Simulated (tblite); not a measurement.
C₃H₈OSSi.
Numbering: `[CH3:1][C:2](=[S:3])[CH2:4][O:5][SiH3:6]` (hydrogens: H7, H8, H9 on C1; H10, H11 on C4; H12, H13, H14 on Si6)

Geometry (GFN2-xTB, Å), atoms numbered from 1 in this order:
```
atom  x, y, z in Å
C1    -2.020   -0.010    0.395
C2    -1.319   -0.303   -0.877
S3    -2.097   -0.720   -2.238
C4     0.179   -0.201   -0.874
O5     0.676    0.151    0.373
Si6    2.217    0.337    0.853
H7    -1.661   -0.685    1.172
H8    -3.096   -0.111    0.278
H9    -1.771    1.000    0.723
H10    0.597   -1.165   -1.198
H11    0.481    0.538   -1.631
H12    2.976   -0.900    0.650
H13    1.964    0.658    2.247
H14    2.875    1.411    0.105
```

Method: GFN2-xTB as coded in tblite; computed harmonic values from a numerical Hessian at the method's own geometry, unscaled. Against measured fundamentals such values can be off by several per cent, at times by over 20. Modes of hydrogen on silicon can be 10 to 20 % off. One conformer, not necessarily the lowest.

Harmonic wavenumbers (cm⁻¹): 31.3, 32.7, 112.8, 126.4, 161.9, 252.8, 317.9, 378.7, 395.3, 598.1, 632.1, 742.2, 779.6, 798.3, 830.1, 842.8, 854.8, 975.9, 997.4, 1147.1, 1208.8, 1224.9, 1242.0, 1335.7, 1370.8, 1430.8, 1436.0, 1449.8, 2227.6, 2258.4, 2360.8, 2855.3, 2890.8, 2986.2, 3006.8, 3056.5.

A = 6690, B = 952.1, C = 850.2 MHz; mass 120.007 u (most abundant isotopes); point group Cs, symmetry number 1.

Task: What is the zero-point energy?

Result: ½Σν̃ = 21675 cm⁻¹ = 259.29 kJ/mol.

Task: Give the ideal-gas entropy at 350 K and 1 bar in the rigid-rotor, harmonic-oscillator model (classical rotation).

Result: Translation 171.90, rotation 121.14, vibration 133.38: S = 426.4 J/(mol K).

Task: And Cp and H(350 K) − H(0)?

Result: Cp = 149.30 J/(mol K), of which vibrations give 116.04 (their classical limit is 36 R = 299.3); H(350 K) − H(0) = 33.64 kJ/mol without the zero-point energy, 22.00 from vibrations.

Task: Which modes carry the vibrational entropy at 350 K?

Result: 31.3 cm⁻¹: 25.37; 32.7 cm⁻¹: 25.01; 112.8 cm⁻¹: 14.78; 126.4 cm⁻¹: 13.85; 161.9 cm⁻¹: 11.85; 252.8 cm⁻¹: 8.36 J/(mol K); the other 30 give 34.17 together.

Task: How do the functions run with temperature in this model?

Result: 
```json
{"T (K)": "150", "S (J/(mol K))": "328.8", "Cp (J/(mol K))": "89.7", "H − H(0) (kJ/mol)": "9.76", "G − H(0) (kJ/mol)": "-39.56", "ln q(vib)": "3.87"}
{"T (K)": "250", "S (J/(mol K))": "381.4", "Cp (J/(mol K))": "119.4", "H − H(0) (kJ/mol)": "20.19", "G − H(0) (kJ/mol)": "-75.17", "ln q(vib)": "6.27"}
{"T (K)": "298.15", "S (J/(mol K))": "403.7", "Cp (J/(mol K))": "134.0", "H − H(0) (kJ/mol)": "26.29", "G − H(0) (kJ/mol)": "-94.08", "ln q(vib)": "7.35"}
{"T (K)": "400", "S (J/(mol K))": "447.3", "Cp (J/(mol K))": "163.0", "H − H(0) (kJ/mol)": "41.45", "G − H(0) (kJ/mol)": "-137.45", "ln q(vib)": "9.55"}
{"T (K)": "600", "S (J/(mol K))": "522.3", "Cp (J/(mol K))": "207.1", "H − H(0) (kJ/mol)": "78.75", "G − H(0) (kJ/mol)": "-234.61", "ln q(vib)": "13.63"}
{"T (K)": "900", "S (J/(mol K))": "615.0", "Cp (J/(mol K))": "249.5", "H − H(0) (kJ/mol)": "147.78", "G − H(0) (kJ/mol)": "-405.71", "ln q(vib)": "19.20"}
```

q(vib) and H(0) count from the zero-point level.

Hindered rotation and anharmonicity are outside this model. Other conformers, if any are populated, would add a mixing term that is left out.
